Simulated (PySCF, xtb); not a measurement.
PbS, SMILES [S]=[Pb] (connectivity only; charge and spin as stated), neutral, multiplicity 1.

xtb with GFN2-xTB at its own geometry gives an orbital gap of 2.64 eV and a dipole moment of 7.42 D.

Coordinates come from a PBE0-D3(BJ)/def2-TZVP optimisation. The def2 effective core potentials stand for the cores of Pb; spin–orbit coupling is left out.

Problem. What does ωB97X/def2-TZVPD (PySCF) give? (Estimate from the structure and the level; the computed values follow.)

Solution. gap 8.42 eV (levels -9.18 and -0.76 eV), dipole 4.53 D.
